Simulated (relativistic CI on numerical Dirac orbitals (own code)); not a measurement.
## Hyperfine structure of Ne⁵⁺, mass number 21

Calculated at this level of theory: Dirac-Coulomb-Breit CI, KLI orbitals optimised for each configuration, QED by a radiative potential, valence Slater integrals scaled by 0.85, P86 correlation energy added to each configuration (own radial code, finite nucleus).

Configuration list (outside the closed core 1s2): 2s2 2p, 2s 2p2, 2p3, 2s2 3s, 2s2 3p, 2p2 3s, 2s2 3d, 2p2 3p, 2p2 3d, 2s 2p 3s, 2s 2p 3p, 2s 2p 3d, 2s2 4s, 2s2 4p, 2s2 4d, 2s2 4f. Levels of other configurations are missing.

Nuclear spin I = 3/2, μ = -0.6617 μN, Q = 0.1016 b (tables of Stone and Pyykkö). The electronic factors are computed for point nuclear moments, without core polarisation or the Bohr-Weisskopf and QED corrections.

```csv
Level,E (cm⁻¹),A (MHz),B (MHz)
2s2 2p 2P°_1/2,0.0,-2342,
2s2 2p 2P°_3/2,1298.2,-507.7,195
2s 2p2 4P_1/2,104379.4,-4513,
2s 2p2 4P_3/2,104819.9,-2122,159
2s 2p2 4P_5/2,105453.3,-2181,-199
2s 2p2 2D_5/2,179008.2,-2421,391
2s 2p2 2D_3/2,179043.9,692.6,274
2s 2p2 2S_1/2,223959.9,-8659,
```

Levels with J = 0, under 50 % of one LS term, or S terms without an open s electron are left out. Small factors come from cancelling terms and can be off by tens of per cent or more.

At this charge configurations can still be misplaced by up to about 7 % of their energy. 29 of the 37 excited levels that our extract of the measured tables holds in this range could be paired (the sources list more); they are missed by 3123 cm⁻¹ on average and 28824 at most, and levels without a partner can miss by more.

Question: Give the hyperfine levels of 2s2 2p 2P°_1/2 relative to its centre of gravity.

Answer: With K = F(F + 1) − I(I + 1) − J(J + 1), E = AK/2: F = 1: 2927, F = 2: -1756 MHz.

LS names give the leading component of a level, which can be under half, so a name can repeat, a term be missing and a line seem to break the LS rules.
